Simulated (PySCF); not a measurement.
**Fractional electron number in Nb (niobium, neutral)**

The 5s alpha orbital of [Kr] 4d4 5s1 is emptied in steps (occupation f), with all orbitals relaxed, ending at [Kr] 4d4. Calculation: PySCF 2.14, in aug-cc-pVTZ-PP with ECP28MDF (6s6p5d3f2g, 88 functions); a scalar-relativistic core potential. The exact energy is a straight line in f; departures are measured from the line between the end points of the same method.

| f | UHF (eV) |
| --- | --- |
| 1 | 0.000 |
| 0.9 | 0.022 |
| 0.7 | 0.049 |
| 0.5 | 0.056 |
| 0.3 | 0.045 |
| 0.1 | 0.019 |
| 0 | 0.000 |

```tsv
method	E(f=0) − E(f=1) (eV)	−ε at f=1 (eV)	−ε at f=0.5 (eV)
UHF	5.985	6.230	5.976
```

Orbital energy along the path (eV):

| f | UHF |
| --- | --- |
| 1 | -6.230 |
| 0.9 | -6.173 |
| 0.7 | -6.069 |
| 0.5 | -5.976 |
| 0.3 | -5.892 |
| 0.1 | -5.815 |
| 0 | -5.778 |

Reference removal energy between the ground levels: 6.759 eV (measured; NIST Atomic Spectra Database, ionization energies). The calculation has no spin-orbit coupling. UHF lacks correlation.
